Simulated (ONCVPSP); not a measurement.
**What one change does to a pseudopotential (Ge, ONCV)**

- Element: germanium
- Generator: ONCVPSP 4.0.1
- Type: optimised norm-conserving Vanderbilt (ONCV)
- Functional: PW91
- Relativity: scalar-relativistic
- Frozen core: [Ar]
- Valence charge: 14
- Reference configuration: 3d10 4s2 4p2
- Partial waves: 4s: rc 1.75 bohr, ncon 4, nbas 7, qcut 3.9 1/bohr, 1 projector; 4p: rc 2.25 bohr, ncon 3, nbas 7, qcut 3.7 1/bohr, 3 projectors, debl 2.5 Ha; 3d: rc 0.90 bohr, ncon 4, nbas 9, qcut 17.1 1/bohr, 3 projectors, debl 3.1 Ha; f scattering state at 0.15 Ha: rc 2.25 bohr, ncon 4, nbas 8, qcut 5.2 1/bohr, 2 projectors, debl 3.3 Ha
- Local potential: polynomial inside 0.75 bohr (lpopt 5, dvloc0 0 Ha)
- Core correction: Teter function, fcfact 2, rcfact 1.25

All-electron outer shells of the reference configuration (PW91, scalar-relativistic, ld1.x):

```tsv
shell	level (eV)	outermost node (bohr)	outermost maximum (bohr)
3s	-168.48	0.26	0.54
3p	-115.67	0.23	0.54
3d	-29.39	–	0.50
4s	-11.80	0.77	1.75
4p	-3.94	0.82	2.22
```

Change: s: rc 2.06.

Cutoffs: the cutoffs (Ha) at which the residual kinetic energy of the hardest occupied pseudo-wave falls to 1 and 0.1 mHa per electron; they do not see the model core or the augmentation charge, which bear on the density cutoff. Errors are all-electron minus pseudo energies relative to the spin-unpolarised reference configuration.

What does the change do?

The potential gets neither clearly harder nor softer (120 Ha and 133 Ha → 120 Ha and 133 Ha); both files keep a bound ghost (f, s); of the 4 tests that both files solve, the error grows in 0 and shrinks in 2 by more than 15 % and 0.3 meV (median size 7.5 → 4.6 meV).

| quantity | base | changed |
| --- | --- | --- |
| cutoff, loose | 120 Ha | 120 Ha |
| cutoff, tight | 133 Ha | 133 Ha |
| loose cutoff by channel | s 9.9 Ha, p 2.8 Ha, d 120 Ha | s 7.3 Ha, p 2.8 Ha, d 120 Ha |
| bound ghosts | s, f | s, f |
| GHOST(+) flags under 300 eV | p at 148.9 eV | p at 148.9 eV |
| error for 3d10 4s2 4p1, meV [ΔE 7.50 eV] | -1.4 | -1.2 |
| error for 3d10 4s2 4p0, meV [ΔE 23.03 eV] | -9.7 | -7.5 |
| error for 3d10 4s1 4p0, meV [ΔE 57.93 eV] | -14 | -15 |
| error for 3d10 4s1 4p2, meV [ΔE 16.25 eV] | +5.2 | +1.6 |
| p: phases at 2.28 bohr within 0.05 rad from the reference energy up to (Ha; the scan ends near 5) | to the end of the scan | to the end of the scan |
| d: phases at 0.91 bohr within 0.05 rad from the reference energy up to (Ha; the scan ends near 5) | to the end of the scan | to the end of the scan |
| f: phases at 2.28 bohr within 0.05 rad from the reference energy up to (Ha; the scan ends near 5) | 4.3 | 4.3 |
| rms error of d²Exc/dni dnj with the model core, mHa | 4.50 | 4.47 |

 A true bound ghost makes a file unfit for plane-wave use even where its test errors are small: the radial tests pick states by their node count and pass the ghost by.
